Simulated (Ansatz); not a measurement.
Total energies of `FC(F)(F)c1ccc(-c2ccc(-c3ccc(-c4ccc(C(F)(F)F)o4)o3)o2)o1` from Ansatz at PBE-D4/def2-TZVP, gas phase (1 Eh = 27.2114 eV = 2625.5 kJ/mol). The reference geometry is relaxed at r2SCAN-D4/def2-SVP.

```xyz
36

F    -1.958   -0.465   -6.332
C    -3.195   -0.227   -5.864
F    -3.288    1.099   -5.669
F    -4.075   -0.571   -6.816
C    -3.480   -0.995   -4.624
C    -4.429   -1.933   -4.313
C    -4.185   -2.300   -2.961
C    -3.098   -1.551   -2.547
C    -2.389   -1.475   -1.304
C    -2.548   -2.124   -0.093
C    -1.536   -1.627    0.765
C    -0.819   -0.704    0.023
C     0.304    0.124    0.318
C     1.017    1.045   -0.429
C     2.033    1.546    0.424
C     1.877    0.901    1.636
C     2.580    0.971    2.878
C     2.422    0.324    4.089
C     3.443    0.829    4.943
C     4.143    1.739    4.196
C     5.313    2.602    4.502
F     5.029    3.908    4.359
F     6.357    2.343    3.696
F     5.703    2.396    5.769
O     3.630    1.834    2.943
O     0.826    0.035    1.574
O    -1.337   -0.613   -1.232
O    -2.670   -0.756   -3.564
H    -5.204   -2.309   -4.978
H    -4.736   -3.023   -2.363
H    -3.307   -2.868    0.142
H    -1.342   -1.900    1.800
H     0.818    1.313   -1.464
H     2.794    2.290    0.194
H     1.662   -0.419    4.321
H     3.643    0.560    5.978
```

| state | geometry | energy (Eh) |
| --- | --- | --- |
| charge 0 singlet | reference | -1589.63458 |
| charge 1 doublet | reference | -1589.38879 |
| charge -1 doublet | reference | -1589.67416 |
| free F atom (doublet) | – | -99.66912 |
| free C atom (triplet) | – | -37.79597 |
| free O atom (triplet) | – | -75.00967 |
| free H atom (doublet) | – | -0.49962 |

Single mean-field runs in def2-TZVP are fitted with def2-universal-jkfit.

(1) Work out the vertical ionisation energy to the doublet.

(2) Work out the vertical electron affinity, to the doublet.

(3) Give the fundamental gap IE − EA, the Mulliken electronegativity (IE + EA)/2 and the hardness (IE − EA)/2.

(4) What is the binding energy per atom against free atoms?

(1) E(charge 1 doublet) − E(charge 0 singlet) = -1589.38879 − (-1589.63458) = 0.24579 Eh = 6.69 eV. For comparison, −ε of the highest occupied level is 4.88 eV at this level, 1.81 eV less.

(2) E(charge 0 singlet) − E(charge -1 doublet) = -1589.63458 − (-1589.67416) = 0.03958 Eh = 1.08 eV. The basis lacks diffuse functions, which makes affinities too small.

(3) From the values in Eh: IE − EA = 0.24579 − 0.03958 = 0.20621 Eh = 5.61 eV; (IE + EA)/2 = 3.88 eV; (IE − EA)/2 = 2.81 eV. The HOMO–LUMO gap of the same run is 2.11 eV, 3.50 eV smaller than the fundamental gap.

(4) Atoms: 6 × (-99.66912) + 18 × (-37.79597) + 4 × (-75.00967) + 8 × (-0.49962) = -1582.37782 Eh. Binding: -1582.37782 − (-1589.63458) = 7.25676 Eh = 197.47 eV, or 5.49 eV for each of 36 atoms (no zero-point energy, no counterpoise term).

At PBE-D4/def2-TZVP the highest occupied level of the charge -1 doublet lies above zero (up to 0.68 eV). By energy differences its removal costs 1.08 eV (vertical, to the charge 0 singlet, at PBE-D4/def2-TZVP); self-interaction error and the lack of diffuse functions both raise the level.
